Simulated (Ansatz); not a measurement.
Born–Oppenheimer molecular dynamics of BClF$_{3}$H (6 atoms, charge 0, multiplicity 1). It starts at the highest image of a converged band, a first-order saddle point between two minima.

The calculation used Ansatz, RKS B3LYP-D4/def2-SVP.

```json
{
  "ensemble": "NVE (velocity Verlet)",
  "time step": "0.5 fs",
  "steps asked": "200",
  "starting velocities drawn for": "300 K",
  "seed": "4842"
}
```

First frame:

```xyz
6
Properties=species:S:1:pos:R:3
B 0.010 -0.202 0.036
Cl 0.003 0.213 2.033
F 1.150 0.158 -0.524
F -1.149 0.095 -0.521
F 0.057 -1.704 0.428
H 0.050 -1.288 1.498
```

(1) How far do the bonds stretch over the last three quarters of this one trajectory? (Pairs bonded in most of those frames.)

Results:

(1) 
```
  bond  mean (Å)  spread (Å)  shortest  longest
B1–Cl2     1.766       0.034      1.71     1.83
 B1–F3     1.314       0.021      1.28     1.36
 B1–F4     1.314       0.018      1.28     1.34
 F5–H6     0.933       0.029      0.89     0.98
```

Mean temperature of the second half: 845 K. The conserved energy stayed within 0.19 meV per atom of its start (net change -0.12 meV per atom), so the integration is sound. The kinetic energy rose, since the run started high on the potential surface and went downhill. It ends in pieces (BClF2 + FH), so much of that is their flight and rotation, not heat. A run of 0.1 ps of so small a system gives no equilibrium averages. The orbitals stay closed-shell, which can raise the energy where a bond breaks towards radicals; this wasn't checked here.

Run time: 7.1 min on 1 thread of Arm Neoverse V2, with other jobs on the host, peak memory 0.15 GiB.
